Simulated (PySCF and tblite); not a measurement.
Conformer ensemble of 4,4,4‐trifluorobutan‐2‐one, C4H5F3O, numbered as in [CH3:1][C:2](=[O:3])[CH2:4][C:5]([F:6])([F:7])[F:8]

The ensemble was built from 60 distance-geometry starts (ETKDG and KDG, MMFF94s, GFN2-xTB) and rests on GFN2-xTB geometries. Energies: PBE0-D3(BJ)/pcSseg-1, with GFN2-xTB thermal terms (modes under about 100 cm⁻¹ blended into free rotors). Symmetry numbers and mirror images are counted. Conformers within 3 kcal/mol (GFN2-xTB free energy) were kept, 4 at most. GIAO shieldings: PBE0/pcSseg-1. Couplings: B3LYP/6-31G* with pcJ-1 on H, F (gas phase; spin-dipole term only for pairs with B, N, F, Si or P). TDDFT excitations: PBE0/def2-SVPD. Couplings are for ¹⁹F, ¹H. H–H couplings come out 0.1 to 0.9 Hz lower than with pcJ-1 on all atoms. Shifts are against TMS (¹H), TMS (¹³C), CFCl3 (¹⁹F) at the same level. Run with PySCF (density fitting) and tblite.

Torsions listed: O3–C2–C4–C5. Of a mirror pair one member is shown.

```csv
conformer,shape,symmetry,E(GFN2) kcal/mol,E(DFT) kcal/mol,G(298.15 K) kcal/mol,weight %,dipole D
1,-138°,C1 (pair),0.00,0.00,0.00,65.1,1.75
2,-16°,C1 (pair),1.14,0.86,0.37,34.9,4.38
```

Weights (%) against temperature:

| T (K) | 1 | 2 | S(mix) cal/mol/K |
| --- | --- | --- | --- |
| 250 | 69.9 | 30.1 | 2.59 |
| 273.15 | 67.4 | 32.6 | 2.63 |
| 298.15 | 65.1 | 34.9 | 2.66 |
| 323.15 | 63.2 | 36.8 | 2.69 |
| 373.15 | 60.0 | 40.0 | 2.71 |

Averaged shifts at 298.15 K. ¹H: 3.06 (H4, 2H), 2.34 (H1, 3H) ppm. ¹³C: 202.0 (C2), 133.7 (C5), 52.6 (C4), 31.8 (C1) ppm. ¹⁹F: -77.9 (F6/F7/F8) ppm.

Averaged couplings (Hz): ³J(H4,F6) 9.4, ²J(H1,H1) -16.1, ²J(H4,H4) -17.8. Computed couplings to fluorine can be off by tens of per cent at such levels.

Coordinates of conformer 1 (Å):

```xyz
13

C     1.576    0.028   -0.471
C     0.765   -0.645    0.592
O     1.147   -1.577    1.242
C    -0.628   -0.049    0.848
C    -1.408    0.304   -0.403
F    -1.403   -0.679   -1.314
F    -2.694    0.556   -0.119
F    -0.941    1.399   -1.024
H     1.561    1.109   -0.347
H     1.153   -0.202   -1.448
H     2.598   -0.339   -0.439
H    -0.515    0.864    1.440
H    -1.216   -0.767    1.424
```

Unscaled ¹⁹F shifts at such levels can be off by tens of ppm; differences between conformers or isomers are more reliable. Shifts are unscaled: against experiment ¹³C can be off by 15 ppm or more and ¹H by 0.8 ppm.

Search and properties took 2.9 min on 1 thread of Arm Neoverse V2, shared host (rough), launched as `OMP_NUM_THREADS=1 python ens_run.py task.json out`.


Conformer gaps in pcSseg-1 on xTB geometries can be 2 kcal/mol off for S=O, P=O and other polar bonds.